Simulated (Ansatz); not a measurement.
A nudged elastic band was laid between two geometries of CH₆AlF₂NO (12 atoms, charge 0, multiplicity 1).

Level of theory: Ansatz 0.2.0, RKS PBE/cc-pVDZ.

```json
{
 "movable images": "5",
 "climbing image": "yes",
 "spring": "5.0 eV/Å²",
 "optimiser": "quadratic models (default)",
 "start path": "through a guess of the saddle point",
 "force threshold": "0.03 eV/Å",
 "iteration limit": "60",
 "end points": "relaxed"
}
```

First end point:

```xyz
12
Properties=species:S:1:pos:R:3
Al -0.149 0.974 0.954
N 0.338 -0.665 0.208
C -0.606 -1.501 -0.549
F -1.584 1.645 0.310
F 0.340 1.363 2.540
H 1.233 0.699 -0.591
O 1.235 1.695 -0.298
H 0.967 -1.256 0.768
H -1.204 -2.189 0.091
H -1.328 -0.851 -1.084
H -0.086 -2.123 -1.310
H 0.845 2.210 -1.036
```

Last end point:

```xyz
12
Properties=species:S:1:pos:R:3
Al -0.048 1.213 0.684
N 0.496 -0.637 0.038
C -0.581 -1.462 -0.570
F -1.755 1.153 0.500
F 0.478 1.151 2.318
H 1.256 -0.473 -0.642
O 0.916 2.087 -0.493
H 0.930 -1.134 0.831
H -1.397 -1.580 0.165
H -0.992 -0.921 -1.441
H -0.209 -2.456 -0.889
H 0.908 3.059 -0.501
```

(1) Which bonds break or form, and what moves?

(2) What energy profile does the band end with?

(3) What is the geometry of the highest image?

Results:

(1) Bonds broken: H6–O7. Bonds formed: N2–H6.

(2) The forces met the threshold. The highest image is number 1 of 0 to 6, 0.2 kJ/mol above the first end and 93.7 kJ/mol above the last; the last end lies 93.5 kJ/mol below the first. The top lies less than 8 meV above the higher end, about what the thresholds resolve: that end is a shoulder or a very shallow well. A vibrational analysis at the climbing image gives one clearly imaginary mode, 230i cm⁻¹: a first-order saddle point. The orbitals stay closed-shell, which can raise the energy where a bond breaks towards radicals; this wasn't checked here.

```
image  path coordinate (Å)  energy (kJ/mol)  H6–O7 (Å)  N2–H6 (Å)
    0                 0.00              0.0       1.04       1.82
    1                 0.24              0.2       1.09       1.60
    2                 0.79            -52.3       1.63       1.12
    3                 1.33            -82.3       2.12       1.04
    4                 1.87            -90.3       2.37       1.03
    5                 2.42            -93.3       2.51       1.03
    6                 2.96            -93.5       2.59       1.03
```

(3) 
```xyz
12
Properties=species:S:1:pos:R:3:forces:R:3
Al -0.152 1.022 0.958 0.01 0.00 0.00
N 0.361 -0.631 0.192 0.00 0.01 0.00
C -0.584 -1.469 -0.564 0.00 0.00 0.00
F -1.630 1.629 0.354 0.00 0.00 0.00
F 0.335 1.374 2.552 0.00 0.00 0.00
H 1.137 0.572 -0.521 0.00 -0.02 0.00
O 1.215 1.643 -0.310 0.00 0.01 0.00
H 0.995 -1.218 0.751 0.00 0.00 0.00
H -1.177 -2.151 0.085 0.00 0.00 0.00
H -1.306 -0.819 -1.098 0.00 0.00 0.00
H -0.063 -2.093 -1.322 0.00 0.00 0.00
H 0.869 2.142 -1.079 0.00 0.00 0.00
```

Run time: 2.6 min on 2 threads of Intel(R) Xeon(R) Platinum 8488C (Sapphire Rapids), with other jobs on the host, peak memory 0.18 GiB.
